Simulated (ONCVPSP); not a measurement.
# Ni: excitation energies, all-electron against ONCV

| Item | Value |
| --- | --- |
| Element | Ni |
| Generator | ONCVPSP 4.0.1 |
| Type | optimised norm-conserving Vanderbilt (ONCV) |
| Functional | PBE |
| Relativity | scalar-relativistic |
| Frozen core | [Ar] |
| Valence charge | 10 |
| Reference configuration | 3d8 4s2 |
| Partial waves | 4s: rc 2.30 bohr, ncon 5, nbas 9, qcut 2.7 1/bohr, 2 projectors, debl 2.2 Ha; p scattering state at 0.04 Ha: rc 1.85 bohr, ncon 4, nbas 8, qcut 5.1 1/bohr, 2 projectors, debl 1.4 Ha; 3d: rc 0.80 bohr, ncon 3, nbas 7, qcut 12.3 1/bohr, 2 projectors, debl 3.9 Ha; f scattering state at 0.45 Ha: rc 2.45 bohr, ncon 5, nbas 8, qcut 4.6 1/bohr, 2 projectors, debl 2.7 Ha |
| Local potential | polynomial inside 0.70 bohr (lpopt 4, dvloc0 0 Ha) |
| Core correction | none |

Energies are relative to the spin-unpolarised reference configuration 3d8 4s2; without spin polarisation the order of configurations can differ from experiment.

```tsv
valence configuration	charge	ΔE all-electron (eV)	error AE − PS (meV)
3d7 4s0	+3	64.140	+114
3d6 4s0	+4	121.697	-262
```

(1) What are ΔE and the potential's error for 3d8 4s0?

(2) What are ΔE and the potential's error for 3d8 4s1?

Levels in the configuration 3d8 4s1:

| level | all-electron (eV) | pseudo (eV) |
| --- | --- | --- |
| 3d | -17.925 | -17.885 |
| 4s | -13.184 | -13.172 |

Note: ghosts flagged at negative energy: s at -94.5 eV, p at -80.3 eV, p at -35.9 eV, f at -107.7 eV; no localised positive-energy state flagged. A true bound ghost makes a file unfit for plane-wave use.

Results:

(1) ΔE = 26.674 eV all-electron; the error (AE − PS) is +48 meV.

(2) ΔE = 9.323 eV all-electron; the error (AE − PS) is +2.2 meV.
